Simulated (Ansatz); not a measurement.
The same molecule with X = B, Al, In. Ansatz, PBE0-D4/def2-TZVP geometries, multiplicity 2. Each molecule was computed in one conformer, which needn't be the lowest.

Elements past krypton have def2 core potentials.

```json
{"X": "B", "molecule": "`N[B]Cl`•", "mean X–Cl bond length / Å": "1.746", "mean X–N bond length / Å": "1.376", "zero-point energy (PBE0-D4/def2-TZVP) / kJ/mol": "80.1"}
{"X": "In", "molecule": "`[NH2][In][Cl]`•", "mean X–Cl bond length / Å": "2.369", "mean X–N bond length / Å": "2.072", "zero-point energy (PBE0-D4/def2-TZVP) / kJ/mol": "66.3"}
```

Give the row for X = Al, `[NH2][Al][Cl]`•. (Estimate.)

Computed: 
```
 X          molecule  mean X–Cl bond length / Å  mean X–N bond length / Å  zero-point energy (PBE0-D4/def2-TZVP) / kJ/mol
Al  `[NH2][Al][Cl]`•                      2.116                     1.765                                            69.8
```

From B to In the mean X–Cl bond length rises at each step, by 0.623 Å in all; the mean X–N bond length rises at each step, by 0.696 Å in all; the zero-point energy (PBE0-D4/def2-TZVP) falls at each step, by 13.8 kJ/mol in all. Bonds lengthen as the atom grows down the group.
